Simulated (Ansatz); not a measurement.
Computed with Ansatz on PBE0-D4/def2-TZVP structures; ΔE is electronic, products minus reactants. CCSD(T)/CBS is the MP2 limit (def2-TZVPP, def2-QZVPP) plus CCSD(T) − MP2 in def2-TZVPP, frozen cores. DFT in def2-TZVPP. B3LYP here is the variant with VWN-RPA as its local correlation; programs differ in this. For Se outer-core shells are correlated without core-valence functions, which leaves a few kJ/mol of doubt a bond. Scalar relativity is left out up to krypton. One conformer a species, not always the lowest.

Consider the substitution at a C–C bond: `CC(C)CO` + H₂Se → `OC[SeH]` + `CCC`.

```
             level  ΔE (kcal/mol)  difference from CCSD(T)/CBS
          B3LYP-D4            1.7                         -1.9
           ωB97M-V            3.6                          0.0
            B2PLYP            1.8                         -1.8
            r2SCAN            2.0                         -1.6
     HF/def2-TZVPP            2.9                         -0.7
SCS-MP2/def2-TZVPP            3.1                         -0.5
   CCSD/def2-TZVPP            4.0                          0.4
      HF/CBS(def2)            2.9                         -0.7
     MP2/CBS(def2)            3.2                         -0.4
    CCSD/CBS(def2)            3.7                          0.1
       CCSD(T)/CBS            3.6                            0
```

Largest T1 diagnostic among the species: 0.010.

The D4 term adds +1.1 kcal/mol with B3LYP and +0.7 kcal/mol with PBE0; it sums over pairs of atoms, weighted by their polarisabilities, and B3LYP, whose exchange is more repulsive, gets the larger term. From PBE to PBE0 (25 % exact exchange), in def2-TZVPP and without D4, ΔE moves by +1.5 kcal/mol.
